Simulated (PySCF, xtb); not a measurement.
ZnH, SMILES [ZnH] (connectivity only; charge and spin as stated), neutral, multiplicity 2.

Harmonic wavenumbers (cm⁻¹) from GFN2-xTB (xtb 6.7.1) at its own minimum, in rising order: 1158.

Question: What does B3LYP-D3(BJ)/def2-TZVPD (PySCF 2.14.0) give at its own minimum? (The exact figures need the calculation; the answer reports its results.)

Answer: 1475. Paired by order, the mean absolute difference is 317 cm⁻¹ and the zero-point energies are 1.7 and 2.1 kcal/mol.
